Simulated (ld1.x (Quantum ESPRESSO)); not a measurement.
Reading a pseudo-wave (C)

Columns: radius, all-electron u(r) and pseudo u(r) of the 2p shell (level -31.85 eV) of carbon in the configuration [He] 2s2 2p0; LDA (PZ), scalar-relativistic, ultrasoft scheme, ld1.x (Quantum ESPRESSO) 7.5.

```csv
r (bohr),all-electron,pseudo
0.105,0.0695,0.0129
0.210,0.2101,0.0505
0.315,0.3641,0.1101
0.420,0.5052,0.1870
0.525,0.6226,0.2756
0.630,0.7134,0.3695
0.735,0.7782,0.4620
0.840,0.8192,0.5471
0.945,0.8393,0.6196
1.050,0.8416,0.6756
1.155,0.8295,0.7130
1.260,0.8061,0.7310
1.365,0.7741,0.7307
1.470,0.7360,0.7143
1.575,0.6938,0.6852
1.680,0.6492,0.6471
1.785,0.6036,0.6037
1.890,0.5579,0.5582
1.995,0.5131,0.5132
2.100,0.4697,0.4697
2.205,0.4283,0.4283
2.310,0.3891,0.3891
2.415,0.3522,0.3522
2.520,0.3179,0.3179
2.625,0.2862,0.2862
2.730,0.2569,0.2569
```

(1) How many radial nodes do the two functions have?

(2) At about which radius was the pseudo-wave matched?

(3) Is the pseudo-wave norm-conserving?

Results:

(1) The all-electron 2p function has n − l − 1 = 0; the pseudo-wave has 0.

(2) 2.10 bohr. The columns agree to 0.0005 from 1.78 bohr on; several derivatives are matched, so the curves merge somewhat inside the radius.

(3) No, it belongs to an ultrasoft set: the norm inside the radius is not constrained, and the difference is carried by the augmentation charge.
